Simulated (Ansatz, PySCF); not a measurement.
In(Cl)2(SeH) (Cl₂HInSe), SMILES [Cl][In]([Cl])[SeH].

Geometry optimised at B3LYP-D3(BJ)/def2-SVP. The structure was generated by enumeration; whether it is a known compound was not checked. The def2 effective core potentials stand for the cores of In; spin–orbit coupling is left out. Other conformers were not sampled.

Vertical ionisation energy (IE) and electron affinity (EA) in eV. Rows of orbital energies are one-electron estimates. Where ΔSCF, EOM or ADC give a negative EA the extra electron is unbound and the value depends on the basis.

| level | IE | EA |
|---|---|---|
| −ε(HOMO), −ε(LUMO), M06-2X/def2-TZVP (PySCF) | 9.04 | 1.98 |
| −ε(HOMO), −ε(LUMO), PBE/def2-TZVP (PySCF) | 6.78 | 3.64 |
| ΔSCF, CAM-B3LYP/def2-SVPD (Ansatz), final states of multiplicity 2 and 2 | 10.09 | 1.40 |
| ΔSCF, PBE/def2-SVPD (Ansatz), final states of multiplicity 2 and 2 | [?] | [?] |

Q: Some entries are withheld; supply them. (The exact figures need the calculation; the answer reports its results.)

A: 
- ΔSCF, PBE/def2-SVPD (Ansatz, a program for electronic structure), final states of multiplicity 2 and 2, IE: 9.74
- ΔSCF, PBE/def2-SVPD (Ansatz), final states of multiplicity 2 and 2, EA: 1.44

Q: What vertical singlet–triplet gap does ΔSCF give with CAM-B3LYP/def2-SVPD (Ansatz) and with PBE/def2-SVPD (Ansatz)? (An estimate is asked for; the answer gives what the named calculation found.)

A: 3.66 and 3.37 eV (triplet above singlet where positive).
